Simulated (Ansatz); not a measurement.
Input file for Ansatz (a program for electronic structure): R-CCSD(T)/def2-SVP on BHI2O (SMILES OB(I)I), a point of a torsion scan. Elements past Kr take the def2 small-core potentials; no spin–orbit coupling. The run froze 20 orbitals, filled d shells among them.

Ansatz 0.2 input:
```yaml
crystal:
  periodic: [false, false, false]
  atoms:
    - {symbol: O, position_ang: [-0.73764413, -0.77117251, -0.21220289]}
    - {symbol: B, position_ang: [0.25049417, 0.08172756, -0.08434537]}
    - {symbol: I, position_ang: [-0.02650286, 2.18315309, -0.36106938]}
    - {symbol: I, position_ang: [2.21883045, -0.70458754, 0.05619064]}
    - {symbol: H, position_ang: [-1.57569641, -0.86945538, 0.22826518]}
basis:
  gaussian:
    orbitals: def2-SVP
magnetization: {spin_polarized: false}
correlation: {method: ccsd_t, electrons: outside_noble_gas}
scf: {lower_state_search: off}
```

The head of its log:

```
WARN ansatz: RAYON_NUM_THREADS=1 ignored (pool sized by the plan → 1); use --threads N
Functional definition: HF
these checks for a lower state are left out or cut short: stability, starts, cluster_reference, orbital_swaps, neighbouring_geometries, increment
integrals: 0.09 GiB planned
991 factors; integrals over basis functions are off by at most 1.2e-3 eV
mean field: 0.29 GiB planned
mean field evaluation 1: about -18867.4981 eV, gradient 3.1e1 eV
mean field evaluation 2: about -18867.5910 eV, gradient 3.1e1 eV
mean field evaluation 4: about -18869.7339 eV, gradient 2.3e0 eV
mean field evaluation 8: about -18869.7639 eV, gradient 1.3e-1 eV
mean field -18869.76409499 eV, -693.4510401054 hartree, gradient 1.5e-6 eV, S^2 0.000000; 0 other end points of the search recorded, 0 dependent functions left out
20 core orbitals not correlated
reference -18869.76409499 eV, -693.4510401054 hartree; 12, 12 occupied and 53, 53 virtual orbitals, 991 factors
```

Task: What total energy does the run end on?

Result: -693.9498 hartree (reference determinant -693.4510, T1 diagnostic 0.014).
